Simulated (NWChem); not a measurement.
**Correlation energy of CHO2**

SMILES: C(=O)[O]
```xyz
4

O     -1.1753     0.0000    -0.1653
C      0.0000     0.0000     0.2092
O      1.1753     0.0000    -0.1653
H      0.0000     0.0000     1.3892
```
Charge 0, spin multiplicity 2.

The numbers come from NWChem runs, not from measurements. All single points use one geometry, from UPBE/def2-SVP, a minimum by its harmonic frequencies.

Basis set: def2-SVP. Each correlation energy counts from its own Hartree-Fock reference.

The correlated methods keep 3 core orbitals frozen. The structure started from a generated list of species. The unpaired electrons of the parent sit in orbitals of symmetry a1 (C2v labels of the run); other states weren't searched. The stability of the SCF solutions was not checked. Open-shell Hartree-Fock references start from PBE0 orbitals. Coupled-cluster values serve here as a point of comparison, not as the truth.

**Question.** One of these methods gave a correlation energy of -519.7 mHa. Which?
A) UMP2
B) CCSD on ROHF
C) CCSD on UHF
D) SCS-UMP2

**Answer.** B, CCSD on ROHF. The others give -506.4 (UMP2), -507.9 (CCSD on UHF), -482.7 (SCS-UMP2).
